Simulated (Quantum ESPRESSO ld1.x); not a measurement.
Question: These are the eigenvalues of the occupied orbitals of an atom or ion with whole-number occupations (hartree). Method: scalar-relativistic Kohn-Sham, LDA (Slater exchange, Perdew-Zunger correlation), spin-polarised, spherical densities, point nucleus; computed with ld1.x of Quantum ESPRESSO 7.5.

1s up: -236.300
1s down: -236.296
2s up: -27.9027
2s down: -27.8268
2p up: -23.7604
2p down: -23.7006
3s up: -3.77309
3s down: -3.61013
3p up: -2.62834
3p down: -2.46803
3d up: -0.84832
4s up: -0.56425
4p up: -0.36011

Which element is it, and in what charge state? The configuration may be excited. Open shells, if any, are filled with parallel spins first.

Answer: Z = 25, manganese, charge +1: Mn+ in [Ar] 3d4 4s1 4p1. The list shows which subshells hold electrons but not how many an open one holds; the 1s level, -236.3 hartree, gives Z - s = 21.7 by -(Z - s)^2/2, which with screening and relativity narrows Z to a few neighbours, and the depths of the outer levels then fix element, charge and occupations together.
